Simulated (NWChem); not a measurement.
# SiH3TeBr; SMILES [SiH3][Te]Br

```xyz
6

Te     0.7091    -0.6055    -0.0198
Br    -0.2485     1.7345     0.0274
Si    -1.5711    -1.6538    -0.0046
H     -1.3084    -3.1248    -0.0310
H     -2.3390    -1.2382    -1.2120
H     -2.3055    -1.2763     1.2357
```
Atoms are numbered in this order, from 1.

Level: PBE0/def2-SVP with def2 effective core potentials on Te (NWChem), optimised geometry, unscaled harmonic frequencies. This build's default masses of Se (78.918 u) and Br (79.917 u) are each other's, which moves their modes by up to 0.6 %. def2 effective core potentials on Te; no spin-orbit coupling.

Question: List the harmonic frequencies with IR intensities, and the thermochemistry.

Answer: 
```tsv
frequency (cm⁻¹)	IR intensity (km/mol)
79	0.4
126	0.0
255	7.1
332	5.9
542	6.6
549	5.0
869	364.1
913	42.4
940	42.5
2229	73.8
2253	56.4
2260	66.2
```

| Item | Value |
|---|---|
| zero-point energy | 16.2 kcal/mol |
| thermal correction to the enthalpy at 298.15 K (with zero-point energy) | 20.4 kcal/mol |
| heat capacity Cv | 17.0 cal/(mol K) |
| entropy at 298.15 K and 1 atm (symmetry number 1) | 82.4 cal/(mol K) |

Rigid rotor and harmonic oscillator; modes under 100 cm⁻¹ make the entropy uncertain.
